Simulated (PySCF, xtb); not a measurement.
Nb(F)4(Me) (CH3F4Nb), SMILES [Nb]([F])([F])([CH3])([F])[F], multiplicity 1.

GFN2-xTB (xtb 6.7.1) at its own geometry gives an orbital gap of 3.67 eV and a dipole moment of 2.41 D.

Coordinates come from a r2SCAN-D4/def2-SVP optimisation. The spin state was assumed, not searched. The structure was generated by enumeration; whether it is a known compound was not checked. The def2 effective core potentials stand for the cores of Nb; spin–orbit coupling is left out.

Question: What does M06-2X/def2-TZVP (PySCF) give? (The exact figures need the calculation; the answer reports its results.)

Answer: gap 8.68 eV (levels -10.94 and -2.26 eV), dipole 2.08 D.
